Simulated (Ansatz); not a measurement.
Mulliken charges of C₂H₃FInN (`[CH3][In]([F])[C]#N`) from r2SCAN/def2-TZVPP in Ansatz (PBE0-D4/def2-TZVP geometry).

| atom | x (Å) | y (Å) | z (Å) | charge (e) |
| --- | --- | --- | --- | --- |
| C1 | -1.376 | -0.622 | 0.047 | -0.401 |
| In2 | 0.654 | -0.051 | 0.211 | 0.911 |
| F3 | 1.829 | -1.119 | 1.338 | -0.478 |
| C4 | 1.791 | 1.521 | -0.622 | -0.296 |
| N5 | 2.350 | 2.403 | -1.111 | -0.055 |
| H6 | -1.913 | 0.058 | -0.611 | 0.111 |
| H7 | -1.822 | -0.611 | 1.041 | 0.105 |
| H8 | -1.421 | -1.637 | -0.348 | 0.105 |

Question: By hand: the dipole of these point charges (1 e Å = 4.8032 D).

Answer: Σ q r = (-0.939, -0.074, -0.216) e Å, of length 0.966 e Å = 4.64 D.

Question: How does the dipole of the full density compare? (Best estimate.)

Answer: Computed: (-1.006, -0.367, -0.019) e Å, 5.14 D; the point charges give 0.90 times that, at 19° from its direction.

Point charges leave out the atoms' own dipoles, such as those of lone pairs, and Mulliken's split depends on the basis, so the two needn't agree.
